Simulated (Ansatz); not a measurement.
Species: CH₆BN₂O (charge 0, doublet). It need not be the lowest isomer of its formula. 
Structure (B3LYP-D3(BJ)/def2-TZVP (Ansatz, a quantum-chemistry and plane-wave program) minimum search):
```xyz
11

C      1.8697    -0.3567    -0.0926
O      0.5269    -0.6532    -0.4438
B     -0.5216     0.0996     0.0330
N     -0.3073     1.1660     1.0088
N     -1.8248    -0.2401    -0.3807
H      2.1889     0.6015    -0.5137
H      2.4987    -1.1436    -0.5063
H      2.0025    -0.3267     0.9915
H      0.0537     2.0394     0.6224
H     -1.9957    -0.9922    -1.0254
H     -2.6486     0.2081    -0.0240
```
Charge 0, spin multiplicity 2.

Wanted: atomisation energy (electronic, to ground-state atoms); the coupled-cluster value holds the core correlation from cc-pwCVTZ, in kJ/mol. Correlated levels leave the core frozen unless marked. Open shells are spin-unrestricted. Spin-orbit coupling is left out. No relativistic terms. Basis-set limits of correlation are two-point, X^-3; Hartree-Fock from the larger set.

Level to compare with: CCSD(T)/CBS(cc-pVTZ,cc-pVQZ) plus the core term (Ansatz), 4226.0 kJ/mol. It is a level with limits of its own, and the differences hold the functionals' basis error too.

Question: Rank these functionals by how close they come to CCSD(T)/CBS(cc-pVTZ,cc-pVQZ), closest first: r2SCAN0/def2-TZVPD (Ansatz); PBE/def2-TZVPD (Ansatz); HSE06/def2-TZVPD (Ansatz).

Answer: HSE06/def2-TZVPD (screened hybrid, 4234.9 kJ/mol, difference 8.9), r2SCAN0/def2-TZVPD (hybrid meta-GGA, 4153.5 kJ/mol, difference -72.5), PBE/def2-TZVPD (GGA, 4329.3 kJ/mol, difference 103.3)
